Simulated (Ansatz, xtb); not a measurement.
## Relative energy of two isomers of C4H5ClSSi

We compare a, `[SiH3]c1cc(Cl)cs1`, a singlet, with b, `[SiH3]c1cscc1Cl`, a singlet. Both are isolated molecules in the gas phase, relaxed with B3LYP-D3(BJ)/def2-SVP.

Q: Estimate E(b) − E(a) at the level CCSD(T)/def2-SVP + ΔMP2/def2-TZVPP.

A: Too close to call at this level: CCSD(T)/def2-SVP + ΔMP2/def2-TZVPP gives E(b) − E(a) = +0.69 kJ/mol.

Level by level:

| level | geometry | E(b) − E(a) (kJ/mol) | departure from the last row (kJ/mol) | job, with rough time for the two |
| --- | --- | --- | --- | --- |
| GFN2-xTB | GFN2-xTB | −5.35 | −6.04 | optimisation, 0.3 s |
| HF/STO-3G | GFN2-xTB | −0.69 | −1.37 | single point, 1.1 s |
| r2SCAN-D4/def2-SVP | GFN2-xTB | +0.20 | −0.49 | single point, 5.9 s |
| B3LYP-D3(BJ)/def2-SVP | B3LYP-D3(BJ)/def2-SVP | −1.71 | −2.40 | optimisation, 58 s |
| HF/def2-SVP | B3LYP-D3(BJ)/def2-SVP | +1.44 | +0.75 | part of the CCSD(T) run |
| MP2/def2-SVP | B3LYP-D3(BJ)/def2-SVP | −0.94 | −1.63 | part of the CCSD(T) run |
| CCSD(T)/def2-SVP | B3LYP-D3(BJ)/def2-SVP | −1.44 | −2.13 | single point |
| CCSD(T)/def2-SVP + ΔMP2/def2-TZVPP | B3LYP-D3(BJ)/def2-SVP | +0.69 |  | single point, 85 s |

As drawn, both hold the same kinds of bond in the same numbers.

The largest departure from CCSD(T)/def2-SVP + ΔMP2/def2-TZVPP is that of GFN2-xTB, 6.04 kJ/mol. The last row adds to CCSD(T) the change of the MP2 difference between the two basis sets, here +2.13 kJ/mol.

With thermal terms from frequencies at re-optimised GFN2-xTB minima (ideal gas, soft modes damped towards free rotors, one conformer each, 298.15 K, 1 atm): on the last row, ΔE + ΔZPE = +1.01, ΔH = +0.60, ΔG = +2.01 kJ/mol.

The correlated steps freeze 19 core orbitals. Codes used: Ansatz 0.2.0, xtb 6.7.1; the last row on 2 threads of Intel(R) Xeon(R) Platinum 8259CL CPU @ 2.50GHz (Skylake/Cascade Lake) on a shared host.
